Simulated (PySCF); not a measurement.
# Correlation energy of B⁻ (boron, charge -1)

[He] 2s2 2p2, high-spin 3P determinant. Computed with PySCF 2.14 in dyall-av3z (15s9p3d2f, 71 functions), with the spin-free X2C one-electron Hamiltonian (Gaussian nucleus). Frozen: 1s2; 4 electrons correlated; the 13 highest virtual orbitals of each spin left out.

```csv
level,correlation energy (mhartree)
CCSD,-83.42
(T),-3.82
CCSD(T),-87.24
```

Diagnostics: T1 = 0.028, D1 = 0.0526, largest double amplitude 0.070.

Cost of the coupled-cluster step: roughly 10 core-seconds, for 4 correlated electrons.

Iterations:

```
CC2 = 0
CCSD nocc = (np.int64(3), np.int64(1)), nmo = (57, 57)
frozen orbitals [[0, 58, 59, 60, 61, 62, 63, 64, 65, 66, 67, 68, 69, 70], [0, 58, 59, 60, 61, 62, 63, 64, 65, 66, 67, 68, 69, 70]]
max_cycle = 100
direct = 0
conv_tol = 1e-08
conv_tol_normt = 1e-06
diis_space = 8
diis_start_cycle = 0
Init t2, MP2 energy = -0.0647906142340209
Init E_corr(UCCSD) = -0.0647906142374038
cycle = 1  E_corr(UCCSD) = -0.0766326803581471  dE = -0.0118420661  norm(t1,t2) = 0.0602689
cycle = 2  E_corr(UCCSD) = -0.0803289578062466  dE = -0.00369627745  norm(t1,t2) = 0.0287962
cycle = 3  E_corr(UCCSD) = -0.0833895605958317  dE = -0.00306060279  norm(t1,t2) = 0.0175939
cycle = 4  E_corr(UCCSD) = -0.0834258773925073  dE = -3.63167967e-05  norm(t1,t2) = 0.00713751
cycle = 5  E_corr(UCCSD) = -0.0834432926953166  dE = -1.74153028e-05  norm(t1,t2) = 0.00266294
cycle = 6  E_corr(UCCSD) = -0.083429658294148  dE = 1.36344012e-05  norm(t1,t2) = 0.00108125
cycle = 7  E_corr(UCCSD) = -0.0834186273099589  dE = 1.10309842e-05  norm(t1,t2) = 0.000421867
cycle = 8  E_corr(UCCSD) = -0.0834188293114852  dE = -2.02001526e-07  norm(t1,t2) = 0.000121623
cycle = 9  E_corr(UCCSD) = -0.0834183355854966  dE = 4.93725989e-07  norm(t1,t2) = 4.95836e-05
cycle = 10  E_corr(UCCSD) = -0.0834178685553545  dE = 4.67030142e-07  norm(t1,t2) = 1.7441e-05
cycle = 11  E_corr(UCCSD) = -0.0834178596258369  dE = 8.92951763e-09  norm(t1,t2) = 8.32819e-06
cycle = 12  E_corr(UCCSD) = -0.0834180572233127  dE = -1.97597476e-07  norm(t1,t2) = 3.25594e-06
cycle = 13  E_corr(UCCSD) = -0.0834180756475328  dE = -1.84242201e-08  norm(t1,t2) = 9.74729e-07
cycle = 14  E_corr(UCCSD) = -0.0834180532521472  dE = 2.23953856e-08  norm(t1,t2) = 4.01661e-07
cycle = 15  E_corr(UCCSD) = -0.0834180426537152  dE = 1.0598432e-08  norm(t1,t2) = 1.14216e-07
cycle = 16  E_corr(UCCSD) = -0.0834180410170897  dE = 1.63662552e-09  norm(t1,t2) = 4.15797e-08
UCCSD converged
E(UCCSD) = -24.61202916970044  E_corr = -0.08341804101708973
UCCSD(T) correction = -0.00382390799171548
```
